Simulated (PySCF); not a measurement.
Atoms are numbered as in `[CH3:1][C:2](=[O:3])[CH:4]1[CH2:5][CH2:6][CH2:7][CH2:8][CH2:9]1` (H(Xn): hydrogen on atom n). Ha(C5), Ha(C6), Ha(C7), Ha(C8), Ha(C9) are cis to C2 on the ring; Hb(C5), Hb(C6), Hb(C7), Hb(C8), Hb(C9) are trans to C2 on the ring.

GIAO PBE0/pcSseg-1 shifts (PySCF, gas phase, non-relativistic, equivalent atoms averaged), each against references optimised in the same way as the molecule (TMS, H2O).

On the GFN2-xTB geometry: C2 215.6, C4 52.0, C5/C9 31.1, C7 30.6, C1 30.3, C6/C8 26.5, O3 684.3, H(C4) 2.34, Ha(C5)/Ha(C9) 2.28, H(C1) 2.19, Ha(C7) 1.69, Hb(C6)/Hb(C8) 1.49, Ha(C6)/Ha(C8) 1.38, Hb(C5)/Hb(C9) 1.34, Hb(C7) 1.12 ppm.

Q: What changes on the PBE0-D3(BJ)/def2-SVP geometry?

A: 
```csv
atoms,δ (ppm),change
C2,213.9,-1.7
C4,50.0,-2.0
C5/C9,28.9,-2.2
C7,28.5,-2.1
C1,29.3,-1.0
C6/C8,24.6,-1.9
O3,689.4,+5.1
H(C4),2.05,-0.29
Ha(C5)/Ha(C9),2.10,-0.18
H(C1),2.12,-0.07
Ha(C7),1.50,-0.19
Hb(C6)/Hb(C8),1.30,-0.19
Ha(C6)/Ha(C8),1.23,-0.15
Hb(C5)/Hb(C9),1.22,-0.12
Hb(C7),1.06,-0.06
```

Bonds between heavy atoms that differ most (equivalent bonds averaged): C2–O3 1.205 → 1.209 Å, C2–C4 1.522 → 1.526 Å. Mean change of bonds to hydrogen: C–H +0.011 Å.
